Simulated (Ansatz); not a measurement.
Potential energy surface of H2F (cation, charge +1), singlet: symmetric bend, bond length relaxed. Scanned: H-F-H angle. Other coordinates (F-H bond length) were minimised at PBE0/def2-TZVP.

Computed with: RKS-PBE/cc-pVDZ = restricted PBE/cc-pVDZ in Ansatz (a first-principles code); CCSD(T)/cc-pVDZ = CCSD(T) on RHF/cc-pVDZ, frozen core run with Ansatz; RKS-PBE0/cc-pVDZ = restricted PBE0/cc-pVDZ (Ansatz); RKS-B3LYP/cc-pVDZ = Ansatz with restricted B3LYP/cc-pVDZ; CCSDT(Q)/cc-pVDZ = CCSDT(Q) on RHF/cc-pVDZ, frozen core run with Ansatz; FCI/cc-pVDZ = full CI/cc-pVDZ, frozen core (Ansatz).

Cost and accuracy over the 16 points of the scan, with FCI/cc-pVDZ as yardstick. Costs are rough ratios of core time within Ansatz on shared cores, each with its mean field (Kohn-Sham runs search longer for lower solutions than correlated ones do); the miss is the largest error against full CI of the profile after the mean shift, in mEh.

Task: Which is the cheapest of these levels that stays within 1.3 mEh of FCI/cc-pVDZ?

Result: CCSD(T)/cc-pVDZ.

| level | relative cost | largest error |
|---|---|---|
| RKS-PBE/cc-pVDZ | 1 | 2.5 |
| CCSD(T)/cc-pVDZ | 1 | 0.1 |
| RKS-PBE0/cc-pVDZ | 1 | 3.5 |
| RKS-B3LYP/cc-pVDZ | 1 | 4.1 |
| CCSDT(Q)/cc-pVDZ | 7 | 0.0 |

Costs within a factor of two of each other count as equal.
